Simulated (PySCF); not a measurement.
# Electron correlation in N (nitrogen, neutral)

[He] 2s1 2p4, high-spin 4P determinant (an excited configuration). All numbers are calculated (PySCF 2.14, the spin-free X2C one-electron Hamiltonian (Gaussian nucleus), in x2c-QZVPPall with one added diffuse shell each of s, p, d, f type (8s5p4d3f1g, 73 functions)). Frozen: 1s2; 5 electrons correlated.

```tsv
level	correlation energy (mhartree)
CCSD	-118.46
(T)	-5.19
CCSD(T)	-123.65
```

Diagnostics: T1 = 0.027, D1 = 0.0733, largest double amplitude 0.143.

Cost of the coupled-cluster step: roughly 19 core-seconds, for 5 correlated electrons.

Iterations:

```
CC2 = 0
CCSD nocc = (np.int64(4), np.int64(1)), nmo = (72, 72)
frozen orbitals [[0], [0]]
max_cycle = 100
direct = 0
conv_tol = 1e-08
conv_tol_normt = 1e-06
diis_space = 8
diis_start_cycle = 0
Init t2, MP2 energy = -0.0977524515196497
Init E_corr(UCCSD) = -0.0977524515225264
cycle = 1  E_corr(UCCSD) = -0.108747154554245  dE = -0.010994703  norm(t1,t2) = 0.0515779
cycle = 2  E_corr(UCCSD) = -0.112490055549382  dE = -0.003742901  norm(t1,t2) = 0.0308331
cycle = 3  E_corr(UCCSD) = -0.117372726000948  dE = -0.00488267045  norm(t1,t2) = 0.0217301
cycle = 4  E_corr(UCCSD) = -0.117384569980694  dE = -1.18439797e-05  norm(t1,t2) = 0.00930605
cycle = 5  E_corr(UCCSD) = -0.117957521749146  dE = -0.000572951768  norm(t1,t2) = 0.00668313
cycle = 6  E_corr(UCCSD) = -0.118179063471875  dE = -0.000221541723  norm(t1,t2) = 0.00497347
cycle = 7  E_corr(UCCSD) = -0.118282445762768  dE = -0.000103382291  norm(t1,t2) = 0.00369013
cycle = 8  E_corr(UCCSD) = -0.118303764869524  dE = -2.13191068e-05  norm(t1,t2) = 0.00318125
cycle = 9  E_corr(UCCSD) = -0.118475753115138  dE = -0.000171988246  norm(t1,t2) = 0.0063724
cycle = 10  E_corr(UCCSD) = -0.118450852043023  dE = 2.49010721e-05  norm(t1,t2) = 0.000722534
cycle = 11  E_corr(UCCSD) = -0.118450681953199  dE = 1.70089824e-07  norm(t1,t2) = 0.000365665
cycle = 12  E_corr(UCCSD) = -0.118455140261489  dE = -4.45830829e-06  norm(t1,t2) = 0.000198886
cycle = 13  E_corr(UCCSD) = -0.118463318554716  dE = -8.17829323e-06  norm(t1,t2) = 7.78288e-05
cycle = 14  E_corr(UCCSD) = -0.11846359079651  dE = -2.72241794e-07  norm(t1,t2) = 2.75707e-05
cycle = 15  E_corr(UCCSD) = -0.118462626307285  dE = 9.64489225e-07  norm(t1,t2) = 1.56622e-05
cycle = 16  E_corr(UCCSD) = -0.118462151589709  dE = 4.74717577e-07  norm(t1,t2) = 6.61679e-06
cycle = 17  E_corr(UCCSD) = -0.118462160415821  dE = -8.82611256e-09  norm(t1,t2) = 5.17882e-06
cycle = 18  E_corr(UCCSD) = -0.118462208264988  dE = -4.78491668e-08  norm(t1,t2) = 9.39441e-06
cycle = 19  E_corr(UCCSD) = -0.118462410783724  dE = -2.02518736e-07  norm(t1,t2) = 3.26941e-06
cycle = 20  E_corr(UCCSD) = -0.118462535110047  dE = -1.24326323e-07  norm(t1,t2) = 2.36399e-06
cycle = 21  E_corr(UCCSD) = -0.118462593183067  dE = -5.807302e-08  norm(t1,t2) = 1.94366e-06
cycle = 22  E_corr(UCCSD) = -0.118462607949892  dE = -1.47668243e-08  norm(t1,t2) = 1.42102e-06
cycle = 23  E_corr(UCCSD) = -0.118462654251598  dE = -4.63017063e-08  norm(t1,t2) = 9.41481e-07
cycle = 24  E_corr(UCCSD) = -0.118462685762844  dE = -3.15112457e-08  norm(t1,t2) = 4.69375e-07
cycle = 25  E_corr(UCCSD) = -0.118462696648008  dE = -1.08851642e-08  norm(t1,t2) = 2.22911e-07
cycle = 26  E_corr(UCCSD) = -0.11846269683567  dE = -1.87662233e-10  norm(t1,t2) = 1.36309e-07
UCCSD converged
E(UCCSD) = -54.15181284649407  E_corr = -0.1184626968356702
UCCSD(T) correction = -0.0051870934839749
```
